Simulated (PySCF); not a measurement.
**Radial density of Ni(2+) (nickel, charge +2)**

PBEsol, [Ar] 3d7 4p1, one real determinant (an excited configuration). Computed with PySCF 2.14 in aug-cc-pVTZ (8s7p5d3f2g, 93 functions), with the non-relativistic Hamiltonian (point nucleus).

```tsv
r (bohr)	4πr²ρ (e/bohr)	4πr²(ρα − ρβ)
0.000960	0.1637	0.0000
0.00161	0.4464	0.0000
0.00271	1.188	0.0000
0.00457	3.029	0.0000
0.00768	7.202	0.0001
0.0129	15.22	0.0003
0.0217	26.44	0.0010
0.0365	33.66	0.0040
0.0615	29.22	0.0171
0.103	28.62	0.0693
0.174	38.28	0.3041
0.293	22.53	1.3139
0.492	17.95	3.1476
0.828	16.39	2.8251
1.39	3.758	1.0704
2.34	0.7285	0.5585
3.94	0.1400	0.1384
6.63	0.001441	0.0014
```

⟨L²⟩ = 13.84 against 20 for a pure G term, so this real determinant mixes terms.
